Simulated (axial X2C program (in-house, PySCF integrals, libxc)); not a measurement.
**Nuclear properties of WP⁻**

Calculated with an in-house all-electron X2C program for linear molecules (integrals from PySCF): two-component X2C with atomic mean-field Coulomb and Gaunt terms, Gaussian nuclei, basis W dyall-acv3z, P dyall-av3z with contracted cores.

R = 2.131 Å (near the PBE0 minimum at charge -1 of the determinant lowest at the starting distance; the state shown can have its own minimum elsewhere).

Input and command:
```json
{"zs": [74, 15], "q": -1, "bas": ["dyall-acv3z", "dyall-av3z"], "r0": 2.22, "levels": ["PBE0", "HF", "BP86", "LDA", "B3LYP"], "nst": 3}
```
```bash
python soeom.py task.json out
```

Keys: zs atomic numbers; q charge; bas basis sets; r0 starting distance in Å; levels methods; nst determinants followed.

Determinant lowest in the PBE0 search, Ω = 1 (⟨Sz⟩ = 0.99, ⟨Lz⟩ = 0.01 at PBE0), spin on the atoms W 1.35, P -0.37:

```tsv
level	Eeff magnitude (GV/cm)	Ws magnitude W (kHz)	A∥/gI W (MHz)	qzz W (a.u.)	A∥/gI P (MHz)	qzz P (a.u.)
PBE0	18.2	19.1	725	-1.67	10.1	-1.05
HF	24.7	29.3	1170	0.10	-9.77	-1.55
BP86	6.92	7.27	401	-1.43	1.06	-0.89
LDA	2.39	2.83	148	-1.14	-5.92	-0.88
B3LYP	9.67	10.3	286	-1.30	-2.73	-0.93
```

Determinant 0.44 eV from it at PBE0 and this distance, Ω = 0 (closed shell), highest spinor 90% W d, 5% P p:

```
level  qzz W (a.u.)  qzz P (a.u.)
 PBE0         -0.87         -0.82
   HF         -0.01         -0.78
 BP86         -1.26         -0.80
  LDA         -1.09         -0.83
B3LYP         -0.98         -0.81
```

Eeff is the effective electric field on the electron electric dipole moment in this Ω state and Ws the scalar–pseudoscalar constant of the nucleus named (defined with the proton number Z and per Ω); A∥ (defined per Ω) follows by multiplying with gI = μI/(I μN); qzz is the electric field gradient, eQq0 = 234.96 MHz × Q/barn × qzz. The operators were transformed with the bare-nucleus X2C matrices; with these basis sets, hyperfine constants and field gradients can be off by tens of per cent, and where levels differ in sign neither size nor sign is settled.

Each state is one determinant with collinear spin, which with several unpaired electrons need not be a pure state. Unrestricted Hartree–Fock can overshoot spin polarisation at the nuclei. For an anion, determinants above electron detachment, or with a positive highest level, are held by the basis set. A closed determinant beside an open π² or δ² triplet, such as (π1/2)², mixes with its partner pair into the 0⁺ component of the triplet and ¹Σ⁺, so its energy is not that of a level, and 0⁺ can lie lowest. With several open shells hyperfine constants can be off by a factor of several. Where Eeff spreads by more than a factor of two the levels disagree and none is to be relied on. In the state Ω = 1 the atomic spins oppose each other (1.35, -0.37): a broken-symmetry determinant whose values are not spin-projected. Open-shell Ω = 0 determinants with evenly filled partner blocks cannot be reached by this program, so the Ω shown need not be the lowest component. States lie within half an eV, so the first need not be the ground state. Further determinants of the search, some of them spin-mixed, are not shown. Where a field gradient or hyperfine factor spreads by more than a factor of two over the levels, a constant derived from it is not to be relied on. PBE0 term energies can be off by some tenths of an eV.
